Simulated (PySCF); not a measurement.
**C5H3ClF3O: g tensor and hyperfine couplings**

C5H3ClF3O (doublet state).
Z-matrix (Å and degrees, GFN2-xTB geometry), rows numbered from 1:
```
F 
C   1  1.3506
F   2  1.3507  1  105.14
F   2  1.3350  1  106.60  3  -112.92
C   2  1.4800  1  111.95  3   121.74
C   5  1.3573  2  129.67  1   121.06
Cl  6  1.6942  5  130.68  2    -0.05
O   6  1.3394  5  112.52  2   179.98
C   8  1.3552  6  108.19  5     0.04
C   9  1.4842  8  111.65  6    -0.07
H   9  1.0670  8  118.02  6  -179.61
H  10  1.1015  5  112.44  2    59.75
H  10  1.1015  5  112.45  2   -59.76
```

The hyperfine couplings belong to this conformer and change with its torsions.

Identity: `FC(F)(F)C1=C(Cl)O[CH]C1` [radical].

Computed, not measured: PySCF, UKS B3LYP, pcH-1 on C Cl F H O, non-relativistic, mean-field spin-orbit, GIAO. Isolated species at its GFN2-xTB geometry, gas phase. The geometry wasn't refined by DFT: couplings that depend on bond lengths, twists or pyramidal angles can differ widely from those at the functional's own minimum. The SCF solution wasn't tested for stability.

| Property | Result |
| --- | --- |
| g1, g2, g3 | 2.00233, 2.00274, 2.00367 |
| g_iso | 2.00291 |
| Form of g | rhombic: the two nearest values differ by 31 % of g3 − g1 |
| ⟨S²⟩ | 0.7557 (exact 0.7500) |
| α and β electrons | 43, 42 |
| HOMO–LUMO gap, α and β orbitals | 4.47, 5.43 eV |
| Total energy | -1027.23323 Eh |
| Basis functions | 290 |

Isotropic coupling and dipolar principal values T1 to T3, in MHz:

```tsv
atom	isotope	a_iso	of which spin–orbit	T1	T2	T3	Mulliken spin population
F1	19F	6.9	0.0	-5.5	-4.2	9.7	0.00
C2	13C	-4.7	0.0	-0.5	0.1	0.5	0.00
F3	19F	6.8	0.0	-5.5	-4.2	9.7	0.00
F4	19F	-0.4	0.0	-1.7	0.4	1.2	0.00
C5	13C	9.5	0.0	-8.3	-5.0	13.3	0.09
C6	13C	-8.4	0.0	-5.4	1.1	4.3	-0.03
Cl7	35Cl	-0.4	0.0	-0.3	0.0	0.3	0.00
O8	17O	-12.4	0.1	-42.2	20.1	22.2	0.05
C9	13C	88.5	-0.1	-79.2	-77.2	156.4	0.90
C10	13C	-41.0	0.0	-1.8	0.6	1.2	-0.10
H11	1H	-65.9	0.0	-37.1	-0.1	37.2	-0.04
H12	1H	162.8	0.0	-4.7	-3.2	7.9	0.06
H13	1H	162.7	0.0	-4.7	-3.2	7.8	0.06
```

Largest spin populations (Mulliken): C9 (+0.90), C10 (-0.10), C5 (+0.09) and H13 (+0.06). No atom but C9 exceeds +0.15. The positive populations add up to 1.18 and the negative ones to -0.18, together 2S = 1. The angles at C9 add up to 360.0°, so it is planar; its axial dipolar tensor and the negative coupling of its proton fit spin in a p orbital normal to that plane.

Axes: g3 points within 2° of the C9–H11 bond.

Under fast tumbling the dipolar parts average out, and these isotropic splittings remain: 2 × 1H (H12/H13, I = 1/2, 3 lines) with 5.81 mT, 1 × 1H (H11, I = 1/2, 2 lines) with 2.35 mT and 3 × 19F (F1/F3/F4, I = 1/2, 4 lines) with 0.16 mT.

Nuclei that the bonding pattern makes equivalent are averaged, as if the motion that swaps them (rotation, inversion, ring flip) were fast. The three 19F nuclei of mean +4.4 MHz run from -0.4 to 6.9 MHz in the frozen geometry.

The 13C coupling of C9 (88.5 MHz) shows only in satellite lines or after enrichment, since that isotope makes up about 1.07 % of natural carbon.

The 17O coupling of O8 (-12.4 MHz) shows only in satellite lines or after enrichment, since that isotope makes up about 0.038 % of natural oxygen.

β density exceeds α density at some nuclei, such as C10 (-0.0365), H11 (-0.0147) and C6 (-0.0075), spin density in bohr⁻³. In a single determinant that takes different orbitals for the two spins, that is spin polarisation.

Time: 98 s (grids of density and orbitals included); peak memory 1.0 GiB. Hardware: an Arm Neoverse V2 with one thread (shared host).
